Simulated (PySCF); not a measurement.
germylsulfanylgermane (Ge2H6S), SMILES [GeH3][S][GeH3]. Geometry: B3LYP-D3(BJ)/def2-SVP.

### Question
Give the equilibrium geometry at B3LYP-D3(BJ)/def2-SVP (PySCF confirms it by a frequency run) as bond lengths and angles, and its point group. (The exact figures need the calculation; the answer reports its results.)

### Answer
point group C2v.
Atoms: Ge1 S2 Ge3 H4 H5 H6 H7 H8 H9. Bonds (Å): Ge1–S2 2.249, Ge1–H4 1.538, Ge1–H5 1.543, Ge1–H6 1.543, S2–Ge3 2.249, Ge3–H7 1.543, Ge3–H8 1.538, Ge3–H9 1.543. Angles (°): S2–Ge1–H4 105.6, S2–Ge1–H5 110.2, S2–Ge1–H6 110.2, H4–Ge1–H5 110.7, H4–Ge1–H6 110.7, H5–Ge1–H6 109.4, Ge1–S2–Ge3 99.2, S2–Ge3–H7 110.2, S2–Ge3–H8 105.6, S2–Ge3–H9 110.2, H7–Ge3–H8 110.7, H7–Ge3–H9 109.4, H8–Ge3–H9 110.7.
Charge 0, spin multiplicity 1.
